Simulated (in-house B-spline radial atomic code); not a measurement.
**RPA and G0W0 on LDA VWN5: Ga8+**

Configuration [Ar] 3d5, highest spin, mean-field start LDA VWN5. Computed with a B-spline radial code for spherical atoms: all electrons, non-relativistic, point nucleus, each spin shell either full or empty, empty states to l = 9 with an (l + 1/2)⁻⁴ tail; G0W0 by contour deformation at full frequency.

Command:
```bash
python run_gw.py task.json out
```
Settings (radii: box in bohr, nucleus in fm):
```
Z                        31
electrons                23
configuration            [Ar] 3d5
hamiltonian              nr
method                   lda,vwn
lmax                     9
spin_polarised           True
box_radius               7.7
intervals                49
```

Run time, properties included: 1.9 s on 1 thread of Arm Neoverse V1 (shared host).

Energies (hartree):

```
                                     term        value
                         mean-field total  -1898.38185
Hartree-Fock functional on these orbitals  -1900.50304
                      direct second order      -1.7797
                    second-order exchange      0.57972
                         SOSEX correction       0.5434
```

**Question.** What is the RPA correlation energy, and what remains with SOSEX?

**Answer.** RPA gives -1.6074 hartree (-1.9 eV per electron); RPA + SOSEX gives -1.064, and the second-order doubles -1.2 hartree (no singles). SOSEX takes back 34 % of the RPA value.

Quasi-particle levels (eV):

```json
{"level": "3d up", "occupied": "yes", "mean field": "-195.69", "Σx - vxc": "-18.86", "Σc": "?", "QP weight": "?", "G0W0": "?"}
{"level": "3p down", "occupied": "yes", "mean field": "-266.71", "Σx - vxc": "-16.15", "Σc": "0.19", "QP weight": "0.966", "G0W0": "-282.68"}
{"level": "3d down", "occupied": "no", "mean field": "-186.98", "Σx - vxc": "21.14", "Σc": "-5.84", "QP weight": "0.971", "G0W0": "-171.68"}
```

G0W0 = mean field + (Σx - vxc) + Σc, with Σc (partial-wave tail included) taken at the quasi-particle energy. Only the outer levels were computed. Levels of low weight are left out.

**Question.** Where does G0W0 put 3d up?

**Answer.** At -212.71 eV, with Σc = 1.84 eV and a quasi-particle weight of 0.970. The tabulated removal energy is 211 ± 2.2 eV (NIST, tabulated theory); the calculation leaves out relativity, Breit and QED terms, and what these don't explain is the method's own error.
